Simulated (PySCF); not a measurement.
CH7FO2Si2, SMILES O[SiH2][C@@H](O)[SiH2]F.

Geometry optimised at PBE0-D3(BJ)/def2-SVP. The structure was generated by enumeration; whether it is a known compound was not checked. One conformer was computed; it need not be the lowest.

The numbers are results of PBE/def2-TZVP in PySCF, not measurements.

Isolated molecule, no solvent.

Computed frontier levels, gap, dipole moment and polarisability:
* **highest occupied level**: -6.20 eV
* **lowest empty level**: -1.61 eV
* **orbital gap**: 4.59 eV
* **dipole moment**: 1.57 D
* **quadrupole, principal values (traceless, Buckingham form, about the centre of nuclear charge)**: -8.44, 0.41, 8.03 D·Å
* **mean static polarisability**: 72.0 bohr³ (10.67 Å³)
* **polarisability, principal values**: 64.2, 68.5, 83.3 bohr³
